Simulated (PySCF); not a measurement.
Molfile (atoms numbered from 1):
```
C5H12Si
     RDKit          3D

 18 18  0  0  0  0  0  0  0  0999 V2000
   -2.3372   -0.3480    0.0333 C   0  0  0  0  0  0  0  0  0  0  0  0
   -1.0719   -0.9295   -0.5799 C   0  0  1  0  0  0  0  0  0  0  0  0
   -0.0355    0.1818   -0.9331 C   0  0  0  0  0  0  0  0  0  0  0  0
    0.8548   -0.2384    0.6889 Si  0  0  2  0  0  4  0  0  0  0  0  0
    2.7198   -0.4462    0.6862 C   0  0  0  0  0  0  0  0  0  0  0  0
   -0.2536   -1.7602    0.4568 C   0  0  0  0  0  0  0  0  0  0  0  0
   -2.8621    0.3031   -0.6834 H   0  0  0  0  0  0  0  0  0  0  0  0
   -2.1090    0.2581    0.9263 H   0  0  0  0  0  0  0  0  0  0  0  0
   -3.0307   -1.1455    0.3428 H   0  0  0  0  0  0  0  0  0  0  0  0
   -1.3567   -1.5298   -1.4617 H   0  0  0  0  0  0  0  0  0  0  0  0
   -0.4567    1.1796   -1.1247 H   0  0  0  0  0  0  0  0  0  0  0  0
    0.5819   -0.1022   -1.8010 H   0  0  0  0  0  0  0  0  0  0  0  0
    0.4583    0.6323    1.8428 H   0  0  0  0  0  0  0  0  0  0  0  0
    3.0396   -1.0871   -0.1499 H   0  0  0  0  0  0  0  0  0  0  0  0
    3.0690   -0.9066    1.6239 H   0  0  0  0  0  0  0  0  0  0  0  0
    3.2218    0.5287    0.5816 H   0  0  0  0  0  0  0  0  0  0  0  0
   -0.8347   -2.1938    1.2839 H   0  0  0  0  0  0  0  0  0  0  0  0
    0.3050   -2.5754   -0.0320 H   0  0  0  0  0  0  0  0  0  0  0  0
  1  2  1  0
  2  3  1  0
  3  4  1  0
  4  5  1  0
  4  6  1  0
  6  2  1  0
  1  7  1  0
  1  8  1  0
  1  9  1  0
  2 10  1  6
  3 11  1  0
  3 12  1  0
  4 13  1  1
  5 14  1  0
  5 15  1  0
  5 16  1  0
  6 17  1  0
  6 18  1  0
M  END
```

No solvent model, one averaged value for each set of equivalent atoms, one conformer, non-relativistic Hamiltonian. Coordinates at the PBE0-D3(BJ)/def2-SVP level; shieldings: GIAO KT3/pcSseg-1; PySCF 2.14.0 with density-fitted response routines.

δ = σ(ref) − σ, references computed at the same level: 13C (σ = 182.31 ppm), 1H (σ = 31.32 ppm), 29Si (σ = 365.51 ppm) vs TMS.

| atoms | nucleus | count | δ (ppm) |
| --- | --- | --- | --- |
| H13 | 1H | 1 | 5.05 |
| H11/H17 | 1H | 2 | 0.84 |
| H7/H8/H9 | 1H | 3 | 1.20 |
| C1 | 13C | 1 | ? |
| H12/H18 | 1H | 2 | 1.40 |
| C2 | 13C | 1 | 35.3 |
| Si4 | 29Si | 1 | 3.1 |
| C3/C6 | 13C | 2 | ? |
| H10 | 1H | 1 | ? |
| H14/H15/H16 | 1H | 3 | 0.37 |
| C5 | 13C | 1 | 0.2 |

Question: Estimate the values marked ?.

Answer: 
- C1: 27.0 ppm, methyl carbon; aliphatic region, no heteroatom directly attached
- C3/C6: 21.9 ppm, sp3 CH2 bonded to Si
- H10: 2.83 ppm, hydrogen on an sp3 CH in a ring

Shifts are as computed, not scaled to solution data. Of 1309 compounds with measured shifts, 239 miss one by over three times the rms of a fit or turn the order of signals round; such compounds aren't used in these exercises.
